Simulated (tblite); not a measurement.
Species: C10H8O.
Atom-mapped SMILES: `[CH3:1][C:2](=[O:3])[C:4]1=[CH:5][C:6]2=[CH:7][CH:8]=[CH:9][C:10]2=[CH:11]1` (hydrogens: H12, H13, H14 on C1; H15 on C5; H16 on C7; H17 on C8; H18 on C9; H19 on C11)

Structure optimised with GFN2-xTB, isolated species.

Entries marked ? are missing. Bonds in one row agree within 0.01 Å.

```csv
coordinate,value
C1–C2,1.512 Å
C2=O3,1.215 Å
C2–C4,?
C4=C5,1.363 Å
C5–C6,1.446 Å
C6=C7,1.356 Å
C7–C8,1.463 Å
C8=C9,?
C9–C10,?
C10=C11,1.347 Å
C4–C11,1.485 Å
C6–C10,1.455 Å
"C1–H12, C1–H13, C1–H14",1.087 Å
C5–H15,1.074 Å
C7–H16,1.076 Å
C8–H17,1.075 Å
C9–H18,1.073 Å
C11–H19,1.075 Å
C1–C2–O3,122.1°
C1–C2–C4,116.0°
O3–C2–C4,?
C2–C4–C5,129.1°
C2–C4–C11,122.0°
C5–C4–C11,108.9°
C4–C5–C6,107.4°
C5–C6–C7,144.3°
C5–C6–C10,107.4°
C7–C6–C10,108.4°
C6–C7–C8,107.7°
C7–C8–C9,110.1°
C8–C9–C10,107.1°
C9–C10–C11,?
C6–C10–C9,?
C6–C10–C11,108.6°
```

Task: Estimate the withheld lengths and angles.

Result: 
- C2–C4 = 1.461 Å, drawn single (ketone carbonyl carbon to fully substituted alkene carbon); equal to the sum of covalent radii, 1.46 Å.
- C8=C9 = 1.350 Å, drawn double (both ends alkene CH carbon); 0.11 Å below the sum of covalent radii, 1.46 Å.
- C9–C10 = 1.458 Å, drawn single (alkene CH carbon to fully substituted alkene carbon); equal to the sum of covalent radii, 1.46 Å.
- O3–C2–C4 = 121.9°, at the ketone carbonyl carbon; the outer atoms are 2.343 Å apart.
- C9–C10–C11 = 144.6°, at the fully substituted alkene carbon; the outer atoms are 2.672 Å apart.
- C6–C10–C9 = 106.8°, at the fully substituted alkene carbon, inside a 5-membered ring; the outer atoms are 2.338 Å apart.

Radii are Cordero's, carbon taken as 0.76, 0.73 or 0.69 Å for four, three, and two or fewer neighbours.

Its GFN2-xTB frequencies are all real (lowest 58 cm⁻¹). One conformer, not necessarily the lowest (C1–C2–C4–C5 1°).

All values are computed, not measured.
